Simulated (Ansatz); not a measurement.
Reaction (redistribution): `C[SiH2][AsH2]` + `F[SiH2]OP` → `PO[AsH2]` + `C[SiH2][SiH2]F`

Program: Ansatz. Geometries: PBE0-D4/def2-TZVP. ΔE: electronic, gas phase. CCSD(T)/CBS adds triple-zeta CCSD(T) − MP2 to the extrapolated MP2 energy (def2 sets, frozen cores). DFT in def2-TZVPP. HSE06 is defined as in plane-wave codes. For As outer-core shells are correlated without core-valence functions, which leaves a few kJ/mol of doubt a bond. Scalar relativity is left out up to krypton. Each species was taken in one conformer, which may not be the lowest.

`C[SiH2][AsH2]`:

Z-matrix (Å, degrees):
```
C
Si 1 1.872
H 1 1.092 2 110.8
H 1 1.093 2 110.6 3 119.9
H 1 1.092 2 110.8 3 -120.1
As 2 2.369 1 109.4 3 62.6
H 2 1.489 1 110.4 3 179.9
H 2 1.488 1 110.3 3 -60.8
H 6 1.523 2 92.2 1 -74.6
H 6 1.522 2 92.5 1 -167.0
```

`F[SiH2]OP`:

Z-matrix (Å, degrees):
```
Si
O 1 1.631
F 1 1.593 2 109.7
H 1 1.474 2 107.1 3 117.0
H 1 1.479 2 110.7 3 -118.0
P 2 1.653 1 129.5 3 81.4
H 6 1.424 2 98.5 1 -120.6
H 6 1.423 2 97.5 1 146.3
```

`PO[AsH2]`:

Cartesian coordinates in Å:
```
P 0.344 -0.357 1.481
O -0.150 0.279 0.042
As 0.358 -0.556 -1.482
H -0.908 -0.334 2.163
H 0.763 0.852 2.109
H -1.050 -0.625 -2.075
H 0.644 0.740 -2.239
```

`C[SiH2][SiH2]F`:

```xyz
11

C    -1.265   -1.197   -0.066
Si   -0.186    0.124   -0.843
Si    1.345    1.007    0.696
F     0.551    1.617    1.958
H    -1.833   -0.786    0.772
H    -1.974   -1.595   -0.796
H    -0.659   -2.025    0.307
H    -1.020    1.233   -1.386
H     0.610   -0.438   -1.972
H     2.263   -0.041    1.220
H     2.166    2.101    0.111
```

| level | ΔE (kJ/mol) | difference from CCSD(T)/CBS |
| --- | --- | --- |
| BHLYP-D4 | 192.7 | 1.2 |
| BLYP | 169.6 | -21.9 |
| PBE0 | 180.4 | -11.1 |
| r2SCAN0 | 194.9 | 3.4 |
| HSE06 | 180.4 | -11.1 |
| RPA@PBE/def2-TZVPP | 178.9 | -12.6 |
| HF/def2-SVP | 194.2 | 2.7 |
| CCSD/def2-SVP | 186.2 | -5.3 |
| MP2/def2-TZVPP | 198.8 | 7.3 |
| MP2/CBS(def2) | 200.8 | 9.3 |
| CCSD(T)/CBS | 191.5 | 0 |

Problem. What do rigid-rotor, harmonic-oscillator terms from PBE0-D4/def2-TZVP frequencies (298.15 K, 1 bar) make of the CCSD(T)/CBS value? (Best estimate.)

Solution. Computed: ΔZPE = -3.4 kJ/mol, ΔH = +189.1 kJ/mol, ΔS = 16 J/(mol·K), ΔG = +184.4 kJ/mol. Modes under 50 cm⁻¹ make the entropy rough.

Largest T1 diagnostic among the species: 0.013.

From BLYP to BHLYP (50 % exact exchange), in def2-TZVPP and without D4, ΔE moves by +22.6 kJ/mol. At CCSD(T), def2-SVP lies −7.6 kJ/mol from the extrapolated value and def2-TZVPP −2.0 kJ/mol.
